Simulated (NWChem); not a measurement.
**Basis-set convergence for FGa**

```xyz
2

Ga     0.0000     0.0000    -0.4019
F      0.0000     0.0000     1.3842
```
Charge 0, spin multiplicity 1.

The numbers come from NWChem runs, not from measurements. All single points use one geometry, from B3LYP/def2-SVP, a minimum by its harmonic frequencies.

Quantity: vertical ionisation energy at the level ΔHF (Δ: difference of total energies, the cation a doublet at the parent's geometry with its hole in an orbital of symmetry a1 (C2v labels); it is the state that the SCF runs reached, from PBE0 orbitals for Hartree-Fock references, and need not be the lowest).

The Hamiltonian is non-relativistic. The Pople sets run with spherical d functions. The structure started from a generated list of species. The stability of the SCF solutions was not checked. Open-shell Hartree-Fock references start from PBE0 orbitals; any time given for them includes that run.

Costs are rough ratios of processor time within this set of runs, SCF included, with cc-pVDZ as 1.

Problem. In cc-pVQZ the value is 9.37 eV. Among cc-pVDZ, pcseg-1, def2-SVP, aug-cc-pVDZ, def2-SVPD, 6-311G**, cc-pVTZ, def2-TZVPP, def2-TZVPD, which is the smallest basis within 0.1 eV of it?

Solution. cc-pVDZ, with 41 functions against 123 and about 10 % of the time (also within reach: def2-SVP, aug-cc-pVDZ, def2-SVPD, 6-311G**, cc-pVTZ, def2-TZVPP, def2-TZVPD). cc-pVQZ isn't the basis-set limit itself, and a small set can land close by cancellation.

```json
[
 {"basis": "cc-pVDZ", "functions": "41", "vertical ionisation energy (eV)": "9.40", "relative cost": "1"},
 {"basis": "pcseg-1", "functions": "41", "vertical ionisation energy (eV)": "9.50", "relative cost": "under 3"},
 {"basis": "def2-SVP", "functions": "46", "vertical ionisation energy (eV)": "9.37", "relative cost": "0.2"},
 {"basis": "aug-cc-pVDZ", "functions": "59", "vertical ionisation energy (eV)": "9.44", "relative cost": "under 3"},
 {"basis": "def2-SVPD", "functions": "61", "vertical ionisation energy (eV)": "9.43", "relative cost": "0.3"},
 {"basis": "6-311G**", "functions": "62", "vertical ionisation energy (eV)": "9.42", "relative cost": "0.3"},
 {"basis": "cc-pVTZ", "functions": "73", "vertical ionisation energy (eV)": "9.37", "relative cost": "under 3"},
 {"basis": "def2-TZVPP", "functions": "79", "vertical ionisation energy (eV)": "9.37", "relative cost": "under 3"},
 {"basis": "def2-TZVPD", "functions": "94", "vertical ionisation energy (eV)": "9.38", "relative cost": "under 3"},
 {"basis": "cc-pVQZ", "functions": "123", "vertical ionisation energy (eV)": "9.37", "relative cost": "9"}
]
```
